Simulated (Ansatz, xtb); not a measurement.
**CHAlO2: where a starting geometry ends**

The starting geometry of this gas-phase singlet was built from a drawn formula by distance geometry and a force field; its bonds are those of `O=[C](O)[Al]`.

```xyz
5

C     0.1403    0.7259    0.2787
Al    1.5566    2.0977   -0.1425
O    -0.9262    0.6849   -0.4424
O     0.3958   -0.2233    1.2436
H    -0.3335   -0.9394    1.4856
```

Problem. Predict what it relaxes into with r2SCAN-D4/def2-SVP.

Solution. A new bond forms, giving a structure given below by its coordinates. Contacts that close: Al2–O3 (2.87 → 1.99 Å).

The energy falls by 0.80 eV over 14 steps:

```csv
step,E − E(last) (eV)
1,0.802
2,0.453
4,0.362
5,0.331
7,0.205
8,0.061
10,0.001
11,0.000
13,0.000
14,0.000
```

Final geometry (Å):

| atom | x (Å) | y (Å) | z (Å) |
| --- | --- | --- | --- |
| C | 0.4999 | 0.5584 | 0.6010 |
| Al | 1.0830 | 2.1811 | -0.5257 |
| O | -0.4019 | 0.8855 | -0.2297 |
| O | 0.2731 | -0.4626 | 1.3928 |
| H | -0.6210 | -0.8167 | 1.1845 |

From the same start GFN2-xTB reaches the same bonding as this run.

No frequencies were run, so the end isn't proven a minimum. Run with Ansatz 0.2.0, 11 s on 1 thread of AMD EPYC 9R45 96-Core Processor (Zen 5) (shared host).
